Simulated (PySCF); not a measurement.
**Mn(SH)2: what the settings change**

The complex Mn(SH)2 (charge 0) contains Mn(II), shell d5. The structure is a PBE0-D3(BJ)/def2-TZVP geometry optimised for multiplicity 6; coordination linear, point group C2h, metal–donor distances 2.28 Å.

```
5

Mn    0.0000    0.0000    0.0000
S     0.0000    0.0000    2.2770
H     1.3436    0.0000    2.3544
S     0.0000    0.0000   -2.2770
H    -1.3436    0.0000   -2.3544
```

Method (PySCF 2.14, density fitting): CASSCF(5,5) with orbitals averaged over all microstates of the shell, strongly contracted NEVPT2 on the averaged canonical orbitals; basis x2c-TZVPall on the metal, x2c-SVPall elsewhere; spin-free X2C; gas phase; spin-orbit coupling by state interaction with the mean-field operator over all roots.

Base run: NEVPT2 ground state 6Ag, next 4Bg at 25079, then 4Bg at 25411 cm⁻¹, B(CASSCF) 1012, ζ 299 cm⁻¹, D 0.10 cm⁻¹, g 2.002 2.002 2.002, μeff(300 K) 5.92 μB.

Task: What happens with the basis x2c-TZVPall on all atoms?

Result: NEVPT2 ground state 6Ag, next 4Bg at 25099, then 4Bg at 25404 cm⁻¹, B(CASSCF) 1012, ζ 299 cm⁻¹, D 0.10 cm⁻¹, g 2.002 2.002 2.002, μeff(300 K) 5.92 μB. It took 6.1 s against 6.3 s on a shared host of the same kind.

Task: What happens with orbitals averaged over the highest spin alone?

Result: NEVPT2 ground state 6Ag, next 4Bg at 25864, then a 2S+1 = 4 state (95 % 4G) at 26105 cm⁻¹, B(CASSCF) 1058, ζ 310 cm⁻¹, D 0.06 cm⁻¹, g 2.002 2.002 2.002, μeff(300 K) 5.92 μB.
